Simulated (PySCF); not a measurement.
**EPR parameters of [C5H6FNO]+**

Species: C₅H₆FNO (charge +1 and doublet state).
SMILES with atom numbers: `[CH3:1][NH+:2][c:3]1[cH:4][o:5][c:6]([F:7])[cH:8]1` (hydrogens: H9, H10, H11 on C1; H12 on N2; H13 on C4; H14 on C8)

Structure used (GFN2-xTB), in Å, numbered top down from 1:
```
atom  x, y, z in Å
C1     2.0607   -0.5477    0.3009
N2     1.1715    0.4433   -0.2065
C3    -0.1572    0.3458   -0.1797
C4    -1.0761    1.3056   -0.6824
O5    -2.3080    0.8941   -0.4937
C6    -2.2428   -0.3138    0.1205
F7    -3.3725   -0.8839    0.3954
C8    -0.9637   -0.7124    0.3423
H9     1.8100   -1.5351   -0.0964
H10    3.0856   -0.2991    0.0374
H11    1.9866   -0.6168    1.3926
H12    1.5744    1.2874   -0.5981
H13   -0.9189    2.2536   -1.1664
H14   -0.6502   -1.6214    0.8121
```

The hyperfine couplings belong to this conformer and change with its torsions.

Computed with UKS B3LYP, pcH-1 on C F H N O, non-relativistic, mean-field spin-orbit, GIAO (PySCF). Geometry: GFN2-xTB, one conformer, isolated ion. GFN2-xTB frequencies show an imaginary mode (59i cm⁻¹), so this geometry is no minimum at that level. Couplings are sensitive to structure, and on GFN2-xTB geometries they can be far from those on DFT ones, by a factor of two or more for some ions and for spin on atoms past the first row. No stability test was run, so a lower SCF solution isn't excluded.

```json
{
  "g1, g2, g3": "2.00209, 2.00288, 2.00411",
  "g_iso": "2.00302",
  "Form of g": "rhombic: the two nearest values differ by 39 % of g3 − g1",
  "⟨S²⟩": "0.7611 (exact 0.7500)",
  "Total energy": "-423.66788 Eh"
}
```

Hyperfine couplings atom by atom, in G; T1 to T3 are the principal values of the dipolar part (MHz turned into gauss with g_iso; 10 G = 1 mT):

| atom | isotope | a_iso | T1 | T2 | T3 | Mulliken spin population |
| --- | --- | --- | --- | --- | --- | --- |
| C1 | 13C | -5.0 | -0.8 | 0.2 | 0.5 | -0.02 |
| N2 | 14N | 6.0 | -6.4 | -6.3 | 12.7 | 0.33 |
| C3 | 13C | -8.9 | -2.0 | 0.0 | 2.1 | 0.01 |
| C4 | 13C | 18.3 | -18.7 | -18.1 | 36.8 | 0.57 |
| O5 | 17O | -1.3 | -7.2 | 3.5 | 3.7 | 0.02 |
| C6 | 13C | 4.5 | -4.6 | -3.5 | 8.0 | 0.11 |
| F7 | 19F | 10.1 | -21.3 | -19.4 | 40.7 | 0.02 |
| C8 | 13C | -3.0 | -3.0 | 1.2 | 1.8 | -0.06 |
| H9 | 1H | 17.7 | -1.1 | -0.5 | 1.7 | 0.02 |
| H10 | 1H | 0.9 | -0.9 | -0.8 | 1.7 | 0.00 |
| H11 | 1H | 25.5 | -1.2 | -0.6 | 1.7 | 0.03 |
| H12 | 1H | -9.7 | -6.0 | -2.3 | 8.3 | -0.01 |
| H13 | 1H | -16.0 | -8.2 | -1.1 | 9.2 | -0.03 |
| H14 | 1H | 0.7 | -0.9 | 0.1 | 0.8 | 0.00 |

The Mulliken spin populations are largest on C4 (+0.57), N2 (+0.33) and C6 (+0.11). The angles at C4 add up to 360.0°, so it is planar; its axial dipolar tensor and the negative coupling of its proton fit spin in a p orbital normal to that plane.

The SMILES `C[NH+]c1coc(F)c1` draws the unpaired electron on N2, whose computed spin population is only +0.33.

Axes: g2 points within 3° of the N2–C3 bond and g3 points within 4° of the O5–C6 bond.

Under fast tumbling the dipolar parts average out, and these isotropic splittings remain: 1 × 1H (H13, I = 1/2, 2 lines) with 1.60 mT, 3 × 1H (H9/H10/H11, I = 1/2, 4 lines) with 1.47 mT, 1 × 19F (F7, I = 1/2, 2 lines) with 1.01 mT, 1 × 1H (H12, I = 1/2, 2 lines) with 0.97 mT, 1 × 14N (N2, I = 1, 3 lines) with 0.60 mT and 1 × 1H (H14, I = 1/2, 2 lines) with 0.07 mT.

Class means assume fast exchange of nuclei equivalent by connectivity; if that motion is slow, each nucleus keeps its own coupling. The three 1H nuclei of mean +41.1 MHz run from 2.5 to 71.4 MHz in the frozen geometry.

The 13C coupling of C4 (51.2 MHz) shows only in satellite lines or after enrichment, since that isotope makes up about 1.07 % of natural carbon.
